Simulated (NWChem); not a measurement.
System: CH6BFN2; SMILES NB(N)CF

Output (shortened):

```
             Northwest Computational Chemistry Package (NWChem) 7.3.0
             --------------------------------------------------------

 C1  symmetry detected

                             Geometry "geometry" -> ""
                             -------------------------

 Output coordinates in angstroms (scale by  1.889725989 to convert to a.u.)

  No.       Tag          Charge          X              Y              Z
 ---- ---------------- ---------- -------------- -------------- --------------
    1 N                    7.0000     0.65624373    -1.79771283    -0.00317436
    2 B                    5.0000    -0.02798246    -0.55844788     0.00059130
    3 N                    7.0000    -1.42975224    -0.43504424     0.00169249
    4 C                    6.0000     0.81232637     0.79942886     0.00540189
    5 F                    9.0000    -0.02026978     1.90875657    -0.00458131
    6 H                    1.0000     1.66280443    -1.86967228    -0.00433358
    7 H                    1.0000     0.19213193    -2.69477134    -0.00464042
    8 H                    1.0000    -2.08847833    -1.19973168    -0.00124676
    9 H                    1.0000    -1.84583897     0.48613426     0.00262916
   10 H                    1.0000     1.48003063     0.86053337    -0.87448003
   11 H                    1.0000     1.46229192     0.86366430     0.89830869

 Effective nuclear repulsion energy (a.u.)     169.5026118089

                                 NWChem DFT Module
                                 -----------------

 Summary of "ao basis" -> "ao basis" (spherical)
 ------------------------------------------------------------------------------
       Tag                 Description            Shells   Functions and Types
 ---------------- ------------------------------  ------  ---------------------
 N                           6-31g*                  6       14   3s2p1d
 B                           6-31g*                  6       14   3s2p1d
 C                           6-31g*                  6       14   3s2p1d
 F                           6-31g*                  6       14   3s2p1d
 H                           6-31g*                  2        2   2s

            General Information
            -------------------
          SCF calculation type: DFT
          Wavefunction type:  closed shell.
          No. of atoms     :    11
          No. of electrons :    40
           Alpha electrons :    20
            Beta electrons :    20
          Charge           :     0
          Spin multiplicity:     1
          Use of symmetry is: off; symmetry adaption is: off
          Maximum number of iterations: 150
          AO basis - number of functions:    82
                     number of shells:    42
          Convergence on energy requested:  1.00D-06
          Convergence on density requested:  1.00D-05
          Convergence on gradient requested:  5.00D-04

              XC Information
              --------------
                         B3LYP Method XC Potential
                     Hartree-Fock (Exact) Exchange  0.200
                        Slater Exchange Functional  0.800 local
                    Becke 1988 Exchange Functional  0.720 non-local
              Lee-Yang-Parr Correlation Functional  0.810
                  VWN I RPA Correlation Functional  0.190 local

             Grid Information
             ----------------
          Grid used for XC integration:  xcoarse
          Radial quadrature: Mura-Knowles
          Angular quadrature: Lebedev.
          Tag              B.-S. Rad. Rad. Pts. Rad. Cut. Ang. Pts.
          ---              ---------- --------- --------- ---------
          N                   0.65       21           8.0       194
          B                   0.85       21           7.0       194
          C                   0.70       21           9.0       194
          F                   0.50       21          11.0       194
          H                   0.35       21          10.0       194
          Grid pruning is: on
          Number of quadrature shells:   231
          Spatial weights used:  Erf1

      Superposition of Atomic Density Guess
      -------------------------------------

 Sum of atomic energies:        -273.13554639

      Non-variational initial energy
      ------------------------------

 Total energy =    -275.594165
 1-e energy   =    -708.845734
 2-e energy   =     263.748957
 HOMO         =      -0.327575
 LUMO         =       0.113194

     ---------------------------------------------
      Total Density - Mulliken Population Analysis
     ---------------------------------------------

    Atom       Charge   Shell Charges
 -----------   ------   -------------------------------------------------------
    1 N    7     8.10   2.00  0.81  2.68  0.81  1.80  0.01
    2 B    5     4.38   2.00  0.59  1.22  0.27  0.20  0.10
    3 N    7     8.10   2.00  0.81  2.68  0.81  1.79  0.01
    4 C    6     6.02   2.00  0.70  1.75  0.60  0.92  0.05
    5 F    9     9.50   2.00  0.95  3.41  1.01  2.13  0.01
    6 H    1     0.56   0.41  0.16
    7 H    1     0.57   0.41  0.16
    8 H    1     0.57   0.41  0.16
    9 H    1     0.56   0.41  0.15
   10 H    1     0.82   0.48  0.34
   11 H    1     0.82   0.48  0.34

   convergence    iter        energy       DeltaE   RMS-Dens  Diis-err
 ---------------- ----- ----------------- --------- --------- ---------
 d= 0,ls=0.0,diis     1   -275.8911115423 -4.45D+02  1.24D-02  7.44D-01
 d= 0,ls=0.0,diis     2   -275.8987395510 -7.63D-03  6.12D-03  8.14D-01
 d= 0,ls=0.0,diis     3   -275.9731698865 -7.44D-02  1.24D-03  4.46D-02
 d= 0,ls=0.0,diis     4   -275.9769935243 -3.82D-03  3.85D-04  2.38D-03
 d= 0,ls=0.0,diis     5   -275.9772050763 -2.12D-04  1.04D-04  1.90D-04
  Resetting Diis
 d= 0,ls=0.0,diis     6   -275.9772236421 -1.86D-05  2.62D-05  1.02D-05
 d= 0,ls=0.0,diis     7   -275.9772248293 -1.19D-06  1.19D-05  6.17D-07
 d= 0,ls=0.0,diis     8   -275.9772247592  7.02D-08  6.95D-06  1.31D-06

         Total DFT energy =     -275.977224759179
      One electron energy =     -713.906525155680
           Coulomb energy =      304.598970610993
    Exchange-Corr. energy =      -36.172282023370
 Nuclear repulsion energy =      169.502611808879

 Numeric. integr. density =       39.998652136342

                       DFT Final Molecular Orbital Analysis
                       ------------------------------------

 Vector   18  Occ=2.000000D+00  E=-2.888978D-01
              MO Center= -5.4D-02, -4.9D-01,  2.7D-03, r^2= 3.2D+00
   Bfn.  Coefficient  Atom+Function         Bfn.  Coefficient  Atom+Function
  ----- ------------  ---------------      ----- ------------  ---------------
     5      0.330351   1 N  pz               33      0.329483   3 N  pz
    37      0.261557   3 N  pz                9      0.258921   1 N  pz
    61      0.202323   5 F  pz               19      0.191398   2 B  pz
    47     -0.180891   4 C  pz               65      0.153554   5 F  pz
    82     -0.143713  11 H  s                80      0.141515  10 H  s

 Vector   19  Occ=2.000000D+00  E=-2.844699D-01
              MO Center=  3.6D-01,  8.0D-01,  2.4D-06, r^2= 2.1D+00
   Bfn.  Coefficient  Atom+Function         Bfn.  Coefficient  Atom+Function
  ----- ------------  ---------------      ----- ------------  ---------------
    59      0.313760   5 F  px               60      0.283190   5 F  py
    46     -0.265276   4 C  py               45     -0.259756   4 C  px
    18      0.249923   2 B  py               63      0.230494   5 F  px
    64      0.213333   5 F  py               17      0.162810   2 B  px
    20      0.152938   2 B  s                21      0.131419   2 B  px

 Vector   20  Occ=2.000000D+00  E=-2.292261D-01
              MO Center= -4.0D-01, -1.1D+00, -4.8D-04, r^2= 2.4D+00
   Bfn.  Coefficient  Atom+Function         Bfn.  Coefficient  Atom+Function
  ----- ------------  ---------------      ----- ------------  ---------------
    33     -0.438569   3 N  pz                5      0.429987   1 N  pz
    37     -0.381978   3 N  pz                9      0.378310   1 N  pz
    61      0.036316   5 F  pz               51     -0.029669   4 C  pz
    27     -0.029175   2 B  d  1             65      0.025618   5 F  pz

 Vector   21  Occ=0.000000D+00  E= 8.047924D-02
              MO Center=  4.1D-01, -1.8D+00, -2.4D-03, r^2= 5.0D+00
   Bfn.  Coefficient  Atom+Function         Bfn.  Coefficient  Atom+Function
  ----- ------------  ---------------      ----- ------------  ---------------
     6      1.419228   1 N  s                74     -0.963794   7 H  s
    72     -0.955456   6 H  s                34      0.654449   3 N  s
    76     -0.545591   8 H  s                48      0.437696   4 C  s
    78     -0.365475   9 H  s                 8     -0.346617   1 N  py
    80     -0.266136  10 H  s                82     -0.248509  11 H  s

[...]

                         DFT ENERGY GRADIENTS

    atom               coordinates                        gradient
                 x          y          z           x          y          z
   1 N       1.240121  -3.397185  -0.005999   -0.002641   0.005156  -0.000010
   2 B      -0.052879  -1.055313   0.001117   -0.000132  -0.002071   0.000043
   3 N      -2.701840  -0.822114   0.003198    0.006295  -0.000900  -0.000013
   4 C       1.535074   1.510701   0.010208   -0.014742   0.012033  -0.000201
   5 F      -0.038304   3.607027  -0.008657    0.009305  -0.012622   0.000102
   6 H       3.142245  -3.533168  -0.008189    0.001718   0.000079  -0.000002
   7 H       0.363077  -5.092379  -0.008769   -0.001282  -0.001036  -0.000009
   8 H      -3.946652  -2.267164  -0.002356   -0.000524  -0.001656  -0.000000
   9 H      -3.488130   0.918661   0.004968   -0.001167   0.002503   0.000021
  10 H       2.796852   1.626172  -1.652528    0.001624  -0.000774  -0.002549
  11 H       2.763331   1.632089   1.697557    0.001547  -0.000712   0.002620
```

Level: B3LYP/6-31G* (spherical d). Geometry: optimised at PBE0/def2-SVP.

Problem. Write an input that gives this output.

Solution. One answer among several that fit: the input that was run:
```
start job
memory heap 200 mb stack 900 mb global 1100 mb
geometry units angstroms noautoz
  N      0.733364    -1.769739    -0.003368
  B     -0.012774    -0.566735     0.000721
  N     -1.418996    -0.514514     0.001653
  C      0.757655     0.831972     0.006126
  F     -0.130077     1.897693    -0.003601
  H      1.742278    -1.790606    -0.004400
  H      0.315300    -2.689160    -0.005213
  H     -2.038131    -1.311594    -0.001649
  H     -1.881222     0.384399     0.002844
  H      1.421523     0.927138    -0.873634
  H      1.403412     0.928743     0.899153
end
basis spherical
  * library 6-31g*
end
dft
  xc b3lyp
  grid xcoarse
  iterations 150
  mulliken
end
task dft gradient
```
